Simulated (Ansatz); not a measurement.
`[AlH2][NH][SiH2]Cl`. Total charge 0; spin multiplicity 1.

```xyz
9

Al   -1.406   -0.537    1.004
N    -0.500    0.071   -0.414
Si    1.152    0.494   -0.522
Cl    2.272   -0.951   -1.484
H    -0.622   -0.659    2.369
H    -2.932   -0.890    0.792
H    -1.009    0.124   -1.288
H     1.356    1.732   -1.309
H     1.687    0.616    0.852
```

Question: What are the harmonic wavenumbers in cm⁻¹ at PBE0-D4/def2-TZVP (Ansatz, finite differences of forces, unscaled)? (An estimate is asked.)

Answer: Ansatz gave: 50, 152, 170, 258, 482, 516, 551, 579, 606, 701, 769, 799, 892, 940, 952, 1134, 1945, 1960, 2244, 2262, 3585.

Question: Is this a minimum?

Answer: Yes, all 21 modes are real.

Question: Give the ideal-gas thermochemistry at 298.15 K and 1 bar (rigid rotor, harmonic oscillator; point group C1, symmetry number 1).

Answer: Zero-point energy 128.9 kJ/mol; H(298) − E = 149.3 kJ/mol; entropy 347.0 J/(mol·K), of which translation 167.4, rotation 114.5, vibration 65.0; G(298) − E = 45.8 kJ/mol. Modes under 100 cm⁻¹ are hindered rotations or soft bends, so the harmonic entropy is rough.

Question: And at 400, 500, 600, 800 and 1000 K?

Answer: 
```tsv
T (K)	H − E (kJ/mol)	S (J/mol/K)	G − E (kJ/mol)
400	161.0	380.6	8.7
500	174.1	409.8	-30.8
600	188.4	435.9	-73.1
800	219.7	480.8	-164.9
1000	253.6	518.6	-265.0
```

Question: Rotational constants (cm⁻¹)?

Answer: 0.2994, 0.04679, 0.04372.
